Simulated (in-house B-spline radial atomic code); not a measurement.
Ionising Cs5+ with different functionals

Computed with a radial B-spline atomic code at the basis-set limit: four-component Dirac-Coulomb Hamiltonian, Fermi nucleus of rms radius 4.8041 fm, spin-restricted, spherical fractional occupations for the functionals. The ionisation energy is the difference of two self-consistent energies, [Kr] 4d10 5s2 5p2 → [Kr] 4d10 5s2 5p1, without Breit or QED terms; ε is the level of the shell that loses the electron (mean over j). The electron is taken from both j subshells in proportion to 2j + 1, so the result is a j average, not the step between ground levels.

Hybrids are left out here: with spherical fractional occupations of an open shell their exact exchange keeps a self-interaction that integer-occupation calculations don't have.

```
           method  rung  ΔSCF (eV)  -ε(5p) (eV)
         LDA VWN5   LDA      69.35        63.19
 relativistic LDA   LDA      69.31        63.16
         LDA PW92   LDA      69.34        63.19
LDA exchange-only   LDA      67.83        61.68
              PBE   GGA      68.89        62.79
           PBEsol   GGA      68.98        62.88
             BLYP   GGA      68.90        62.74
             RPBE   GGA      68.75        62.67
             PW91   GGA      69.03        62.92
             BP86   GGA      69.11        62.99
             AM05   GGA      68.96        62.86
             OLYP   GGA      68.72        62.68
```

**Question.** How do they compare with the NIST value?

**Answer.** NIST lists 69 eV ± 2 (tabulated theory, ground level to ground level). Errors run from -1.27 to +0.25 eV; all lie within about twice that uncertainty, so the table can't rank the methods.
